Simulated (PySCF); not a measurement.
Question: Give a PBE0-D3(BJ)/def2-SVP geometry of InChI=1S/FGeH5SSi/c1-2-3-4/h2H2,4H3.

Answer: 
```
atom  x, y, z in Å
F1     1.5639    1.6865   -0.3995
Ge2    1.8110    0.1134    0.3130
S3     0.1641   -0.2367    1.7444
Si4   -1.4808    0.1895    0.4112
H5     1.7679   -0.8659   -0.8671
H6     3.1254    0.1504    1.0992
H7    -1.7569    1.6505    0.3330
H8    -2.6636   -0.5189    0.9759
H9    -1.1640   -0.3344   -0.9510
```

Any rigid rotation of these coordinates is as good. Atoms count from 1 in this order. Ge2 (germanium bonded to F, S and 2 H) is distorted tetrahedral (angles from 104.9° to 115.7°). Si4 (SiH3 silicon) is tetrahedral (angles from 106.1° to 111.5°). S3 (sulfur bonded to Ge and Si) is bent (angle 97.8°).

Bonds between heavy atoms (Å): F1–Ge2 1.745, Ge2–S3 2.210, S3–Si4 2.160.

Theory: PBE0-D3(BJ)/def2-SVP geometry optimisation, gas phase (PySCF 2.14.0).

Point group: C1 (no symmetry element, even within 0.4 Å). No frequency check. One conformer, not necessarily the lowest (F1–Ge2–S3–Si4 52°).

Time: 31 s of wall time. Hardware: x86-64 server, one thread, no GPU (shared host). This is the geometry optimisation.
